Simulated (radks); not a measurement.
The numbers below are computed, except where a source is named.
These are the eigenvalues of the occupied orbitals of an atom or ion with whole-number occupations (hartree). Level of theory: scalar-relativistic Kohn-Sham, r2SCAN, spin-polarised, spherical densities, finite nucleus; meta-GGA in the generalised Kohn-Sham scheme; Fermi nuclear charge, rms radius of each element as measured or else 0.836 A^(1/3) + 0.57 fm (a radial shooting solver on a logarithmic mesh with Libxc functionals).

| orbital | eigenvalue |
|---|---|
| 1s down | -2265.655 |
| 1s up | -2265.654 |
| 2s up | -395.0033 |
| 2s down | -395.0026 |
| 2p up | -349.4998 |
| 2p down | -349.4990 |
| 3s up | -98.98353 |
| 3s down | -98.83086 |
| 3p up | -85.19626 |
| 3p down | -85.04352 |
| 3d up | -68.37768 |
| 3d down | -68.26095 |
| 4s up | -29.35108 |
| 4s down | -29.06570 |
| 4p up | -24.73738 |
| 4p down | -24.45868 |
| 4d up | -18.62282 |
| 4d down | -18.34453 |
| 4f up | -11.78077 |
| 4f down | -11.49334 |

Which element is it, and in what charge state? The configuration may be excited. Open shells, if any, are filled with parallel spins first.

Answer. Z = 70, ytterbium, charge +15: Yb15+ in [Kr] 4d10 4f9. The list shows which subshells hold electrons but not how many an open one holds; the 1s level, -2265.7 hartree, gives Z - s = 67.3 by -(Z - s)^2/2, which with screening and relativity narrows Z to a few neighbours, and the depths of the outer levels then fix element, charge and occupations together.
